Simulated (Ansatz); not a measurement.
Cost and result for the atomization energy of C8H18O, SMILES `CC(C)(C)OC(C)(C)C` (27 atoms, 26 bonds).

Z-matrix (Å, degrees):
```
C
C 1 1.524
H 1 1.092 2 110.9
H 1 1.092 2 110.2 3 120.5
H 1 1.092 2 110.0 3 -120.3
C 2 1.524 1 108.9 3 -60.5
C 2 1.528 1 108.8 3 59.8
O 2 1.427 1 102.5 3 177.8
H 6 1.093 2 109.0 1 59.0
H 6 1.091 2 112.5 1 177.9
H 6 1.091 2 111.0 1 -59.9
H 7 1.093 2 109.9 1 -53.6
H 7 1.089 2 112.5 1 -173.6
H 7 1.092 2 109.8 1 65.3
C 8 1.427 2 126.8 1 164.2
C 15 1.524 8 102.5 2 164.2
C 15 1.524 8 114.5 2 46.4
C 15 1.528 8 111.4 2 -79.7
H 16 1.092 15 110.2 8 -61.6
H 16 1.092 15 110.9 8 177.8
H 16 1.092 15 110.0 8 57.6
H 17 1.091 15 111.0 8 54.2
H 17 1.093 15 109.0 8 173.1
H 17 1.091 15 112.5 8 -68.0
H 18 1.093 15 109.9 8 -165.9
H 18 1.089 15 112.5 8 74.2
H 18 1.092 15 109.8 8 -46.9
```

Charge 0, multiplicity 1. The geometry is a stationary point of PBE0-D4/def2-TZVP. Program: Ansatz. All runs use 5 threads of an AMD EPYC 7R13 on a shared host and a share of an NVIDIA H100 80 GB. Times are those of one run each, without the atoms' runs, and a repeat can differ threefold. Electronic energies, without spin–orbit coupling; frozen cores. CCSD(T)/CBS adds CCSD(T) − MP2 in def2-TZVPP to the MP2 limit, and its time is that of the two runs behind it. T1 = 0.010.

CCSD(T)/CBS is a level of theory with its own doubt, some kJ/mol a heavy atom from the limit and from the frozen cores, so smaller differences don't rank the functionals.

| level | functions | wall time | atomization (kcal/mol) | difference from CCSD(T)/CBS | per bond |
| --- | --- | --- | --- | --- | --- |
| PBE0-D4/def2-TZVPP | 531 | 8 s | 2590.4 | 14.7 | 0.6 |
| B2PLYP/def2-TZVPP | 531 | 8.5 s | 2547.5 | -28.2 | -1.1 |
| BHLYP-D4/def2-TZVPP | 531 | 11 s | 2516.6 | -59.1 | -2.3 |
| revPBE-D4/def2-TZVPP | 531 | 12 s | 2567.2 | -8.5 | -0.3 |
| ωB97X-V/def2-TZVPP | 531 | 12 s | 2578.7 | 3.0 | 0.1 |
| CCSD(T)/def2-SVP | 216 | 13 s | 2481.7 | -94.0 | -3.6 |
| LDA (SPW92)/def2-TZVPP | 531 | 13 s | 2929.0 | 353.3 | 13.6 |
| PBE-D4/def2-TZVPP (with forces) | 531 | 14 s | 2621.1 | 45.4 | 1.7 |
| MP2/def2-QZVPP | 1053 | 14 s | 2579.9 | 4.2 | 0.2 |
| BLYP-D4/def2-TZVPP | 531 | 17 s | 2561.4 | -14.3 | -0.6 |
| PBE-QIDH/def2-TZVPP | 531 | 20 s | 2570.9 | -4.8 | -0.2 |
| CCSD(T)/def2-TZVPP | 531 | 2 min | 2522.1 | -53.6 | -2.1 |
| CCSD(T)/CBS(def2) | – | 2.3 min | 2575.7 | 0.0 | 0.0 |

At CCSD(T), def2-SVP lies −94.0 kcal/mol from the extrapolated value and def2-TZVPP −53.6 kcal/mol: correlation converges slowly with the basis, and small sets miss more of it in the bonded molecule than in its fragments. From r2SCAN to r2SCAN0 (25 % exact exchange), in def2-TZVPP and without D4, the atomization energy moves by −24.6 kcal/mol: exact exchange takes away binding that semilocal exchange gives to molecules. In def2-TZVPP, CCSD(T) changes the Hartree–Fock value by +593.1 kcal/mol (the triples alone add +32.1 kcal/mol) and MP2 by +619.5 kcal/mol; breaking electron pairs costs correlation energy, which Hartree–Fock lacks.
